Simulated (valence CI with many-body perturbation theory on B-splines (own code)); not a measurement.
## Forbidden lines of Tm²⁰⁺

Calculated by relativistic CI+MBPT: three valence electrons over a frozen Dirac-Fock core [Kr] 4d10, a basis of 8 s, 8 p, 9 d, 9 f, 6 g, 3 h, 2 i functions for each j, with the one-electron correlation potential Σ1, the two-electron term Σ2, the three-electron term Σ3, Breit, model QED; selected CI, second order for the rest (own B-spline code, finite nucleus).

No measured spectrum was set against this ion. As an estimate, terms of the open shell hold to a few per cent of their energy, and close levels can change places. Core correlation moves these levels by up to 43000 cm⁻¹, and in measured spectra 5 to 20 % of such shifts remained as error; rates that hang on mixing are uncertain with them.

Lines 51 to 100 of 120 in falling wavelength, among levels below 63.927 eV, chosen from the decays that carry over 1 % of a level's rate. Wavelengths and rates use the calculated energies, so an error of 2000 cm⁻¹ moves a line at 495.7 nm by 9.9 % and its rate by three times that or more. S is in atomic units (e²a₀⁴ for E2 and M2, e²a₀⁶ for E3), for M1 in squared Bohr magnetons. Weak lines are less certain than strong ones. Lines between different terms over intervals too small for the method are left out, as are lines whose strength nearly cancels. Where a level lies close to another of its J and parity, the split of strength between their lines is uncertain.

Names give the largest LS component (configuration and term), which can be under half, so a name can repeat, a term be missing and a line seem to break the LS rules; names also repeat where a configuration has a term twice. Letters in brackets count levels of one name in rising energy.

```
λ vac (nm)             Upper             Lower  Type   A (s⁻¹)  S (a.u.)
     495.7   4f3 2G°_7/2 [a]       4f3 4F°_5/2    M1  2.37e+01  8.56e-01
     491.9   4f3 2G°_9/2 [a]       4f3 4G°_7/2    M1  1.22e+01  5.37e-01
     485.3      4f3 2L°_15/2      4f3 2K°_15/2    M1  4.81e+01  3.26e+00
     472.2   4f3 2G°_9/2 [a]       4f3 4F°_9/2    M1  8.95e+01  3.49e+00
     467.2   4f3 2H°_9/2 [a]      4f3 4I°_11/2    M1  2.35e+01  8.90e-01
     464.8       4f3 4D°_1/2   4f3 2D°_3/2 [a]    M1  1.14e+01  8.48e-02
     461.0   4f3 2D°_3/2 [a]       4f3 4F°_5/2    M1  4.68e+01  6.80e-01
     457.5   4f3 2D°_3/2 [b]   4f3 2D°_3/2 [a]    M1  1.12e+02  1.59e+00
     448.2      4f3 2I°_13/2      4f3 2K°_15/2    M1  2.98e+00  1.39e-01
     436.1       4f3 2P°_1/2       4f3 4S°_3/2    M1  3.75e+01  2.31e-01
     435.3   4f3 2D°_5/2 [a]       4f3 4G°_5/2    M1  2.97e+00  5.45e-02
     432.6      4f3 2I°_11/2      4f3 2K°_13/2    M1  4.46e+00  1.61e-01
     401.0      4f3 2L°_17/2      4f3 2K°_15/2    M1  4.64e+01  2.00e+00
     385.8      4f3 2I°_11/2  4f3 2H°_11/2 [a]    M1  3.01e+01  7.68e-01
     385.5       4f3 4G°_9/2   4f3 2H°_9/2 [a]    M1  2.72e+01  5.78e-01
     378.8       4f3 4D°_7/2       4f3 4G°_9/2    M1  2.80e+00  4.50e-02
     362.8   4f3 2D°_5/2 [a]       4f3 4F°_7/2    M1  4.13e+01  4.39e-01
     359.1   4f3 2D°_5/2 [a]       4f3 4S°_3/2    M1  8.00e+00  8.24e-02
     357.4       4f3 4D°_5/2       4f3 4G°_5/2    M1  1.80e+01  1.83e-01
     356.0  4f3 2H°_11/2 [a]      4f3 4I°_13/2    M1  3.87e+01  7.77e-01
     349.1       4f3 4D°_3/2       4f3 4G°_5/2    M1  3.45e+00  2.18e-02
     347.6   4f3 2D°_3/2 [a]       4f3 4F°_3/2    M1  3.16e+01  1.97e-01
     347.5   4f3 2G°_9/2 [a]       4f3 4F°_7/2    M1  1.22e+01  1.89e-01
     346.9       4f3 4D°_7/2   4f3 2G°_7/2 [a]    M1  3.33e+00  4.12e-02
     342.6      4f3 2L°_15/2      4f3 2K°_13/2    M1  7.53e+01  1.80e+00
     331.5      4f3 2K°_15/2      4f3 4I°_15/2    M1  7.07e+01  1.53e+00
     323.7      4f3 2K°_13/2      4f3 4I°_13/2    M1  3.16e+01  5.55e-01
     323.7      4f3 2I°_13/2      4f3 2K°_13/2    M1  2.49e+01  4.38e-01
     319.7   4f3 2D°_5/2 [a]       4f3 4F°_5/2    M1  1.27e+01  9.26e-02
     310.6   4f3 2H°_9/2 [a]       4f3 4I°_9/2    M1  8.59e+01  9.54e-01
     307.0       4f3 4D°_5/2       4f3 4F°_7/2    M1  2.45e+01  1.57e-01
     304.4       4f3 4D°_5/2       4f3 4S°_3/2    M1  9.90e+00  6.21e-02
     299.1       4f3 2P°_1/2       4f3 4F°_3/2    M1  3.36e+01  6.67e-02
     298.3       4f3 4D°_3/2       4f3 4S°_3/2    M1  1.92e+01  7.58e-02
     296.7      4f3 2I°_13/2  4f3 2H°_11/2 [a]    M1  6.97e+00  9.45e-02
     279.0   4f3 2G°_9/2 [a]   4f3 2H°_9/2 [a]    M1  4.62e+00  3.72e-02
     277.3       4f3 4F°_9/2      4f3 4I°_11/2    M1  1.87e+01  1.48e-01
     275.6       4f3 4D°_5/2       4f3 4F°_5/2    M1  2.86e+00  1.33e-02
     271.5       4f3 4D°_7/2       4f3 4G°_7/2    M1  9.35e-01  5.55e-03
     265.4       4f3 4D°_7/2       4f3 4F°_9/2    M1  1.65e+00  9.14e-03
     262.3  4f3 2H°_11/2 [a]      4f3 4I°_11/2    M1  2.96e+01  2.38e-01
     260.7   4f3 2D°_5/2 [a]       4f3 4F°_3/2    M1  1.35e+01  5.31e-02
     254.7       4f3 4F°_7/2       4f3 4I°_9/2    M1  4.56e+00  2.23e-02
     253.3      4f3 2K°_15/2      4f3 4I°_13/2    M1  6.81e+01  6.57e-01
     251.4       4f3 4D°_1/2       4f3 4S°_3/2    M1  9.67e+00  1.14e-02
     249.3   4f3 2D°_3/2 [b]       4f3 4S°_3/2    M1  1.17e+01  2.68e-02
     244.3      4f3 2K°_13/2      4f3 4I°_11/2    M1  9.59e+01  7.26e-01
     234.5      4f3 2I°_11/2   4f3 2H°_9/2 [a]    M1  1.38e+01  7.89e-02
     230.6       4f3 4D°_5/2       4f3 4F°_3/2    M1  1.49e+01  4.06e-02
     229.6   4f3 2D°_3/2 [b]       4f3 4F°_5/2    M1  5.82e+01  1.04e-01
```
